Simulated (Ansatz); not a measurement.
System: CH$_{5}$BN, charge 0, doublet. CH5BN (SMILES N[B]C, doublet).
B3LYP-D3(BJ)/def2-TZVP minimum from Ansatz (an electronic-structure program):
```
B
N 1 1.3806
H 2 1.0064 1 123.65
H 2 1.0146 3 113.11 1 180.00
C 1 1.5596 2 127.47 3 180.00
H 5 1.0932 1 110.84 2 121.20
H 5 1.0932 6 106.15 1 -120.44
H 5 1.0989 6 107.89 7 -115.43
```
Charge 0, spin multiplicity 2.

Total energies in cc-pVDZ, 17 correlated electrons, 3 frozen orbitals. Radicals and triplets start from unrestricted determinants; spin-orbit coupling is neglected. Cores are frozen in correlated methods. No relativity.

| method | program | energy (Eh) | minus CCSDT(Q) (mEh) |
|---|---|---|---|
| HF | Ansatz | -119.91329 | 430.18 |
| MP2 | Ansatz | -120.29368 | 49.79 |
| CCSD | Ansatz | -120.33032 | 13.15 |
| CCSD(T) | Ansatz | -120.34178 | 1.69 |
| CCSDT(Q) | Ansatz | -120.34347 | 0.00 |

Rough core times of Ansatz's runs on a shared machine: CCSD(T) under 20 s, CCSDT(Q) 10 min.
